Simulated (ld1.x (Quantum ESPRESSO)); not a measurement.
**Cl (Z = 17): one change to a TM potential, before and after**

```json
{
  "Element": "chlorine",
  "Generator": "ld1.x (Quantum ESPRESSO) 7.5",
  "Type": "norm-conserving Troullier–Martins (Kleinman–Bylander form)",
  "Functional": "Wu–Cohen",
  "Relativity": "non-relativistic",
  "Frozen core": "[Ne]",
  "Valence charge": "7",
  "Reference configuration": "3s2 3p3 (charge +2)",
  "Partial waves": "3s (bound): rc 1.20 bohr; 3p (bound): rc 1.20 bohr; 3d channel at 0.25 Ry: rc 0.90 bohr",
  "Local potential": "all-electron potential smoothed inside 0.75 bohr (lloc = -1)",
  "Core correction": "none"
}
```

All-electron outer shells of the reference configuration (Wu–Cohen, non-relativistic, ld1.x):

```
shell  level (eV)  outermost node (bohr)  outermost maximum (bohr)
   3s      -44.67                   0.56                      1.26
   3p      -31.68                   0.53                      1.36
```

Change: core correction a·sin(br)/r model core inside 0.76 bohr.

Cutoffs: the cutoffs (Ry, on a coarse ladder) from which the occupation-weighted sum of valence levels, in a spherical-Bessel basis at the reference potential, stays within 10 and 1 mRy of its value at 400 Ry; they do not see the model core or the augmentation charge, which bear on the density cutoff. Errors are all-electron minus pseudo energies relative to the spin-unpolarised reference configuration.

**Question.** How do hardness, ghosts and transferability respond?

**Answer.** The potential gets neither clearly harder nor softer (60 Ry and 90 Ry → 60 Ry and 90 Ry); both files keep a bound ghost (s); of the 7 tests that both files solve, the error grows in 0 and shrinks in 6 by more than 15 % and 0.3 meV (median size 14.7 → 10.0 meV). Exchange and correlation are not linear in the density, so unscreening with the valence charge alone errs where core and valence overlap; a model core restores that term. A model core, the more so a compact one, raises the density cutoff, which this test does not measure.

```csv
quantity,base,changed
"cutoff, loose",60 Ry,60 Ry
"cutoff, tight",90 Ry,90 Ry
bound ghosts,s,s
"error for 3s2 3p5, meV [ΔE -39.31 eV]",+22,+16
"error for 3s2 3p4, meV [ΔE -25.44 eV]",+7.8,+4.9
"error for 3s2 3p2, meV [ΔE 38.31 eV]",+14,+6.1
"error for 3s2 3p5.3, meV [ΔE -41.44 eV]",+25,+19
"error for 3s2 3p4.5, meV [ΔE -33.73 eV]",+15,+10.0
"error for 3s1 3p5, meV [ΔE -12.96 eV]",+9.8,+9.3
"error for 3s2 3p1, meV [ΔE 90.58 eV]",+72,+21
s: phases at 1.30 bohr within 0.05 rad from the reference energy up to (Ry; the scan ends near 5),to the end of the scan,to the end of the scan
p: phases at 1.30 bohr within 0.05 rad from the reference energy up to (Ry; the scan ends near 5),2.1,2.1
d: phases at 1.30 bohr within 0.05 rad from the reference energy up to (Ry; the scan ends near 5),to the end of the scan,to the end of the scan
```

 A true bound ghost makes a file unfit for plane-wave use even where its test errors are small: the radial tests pick states by their node count and pass the ghost by.
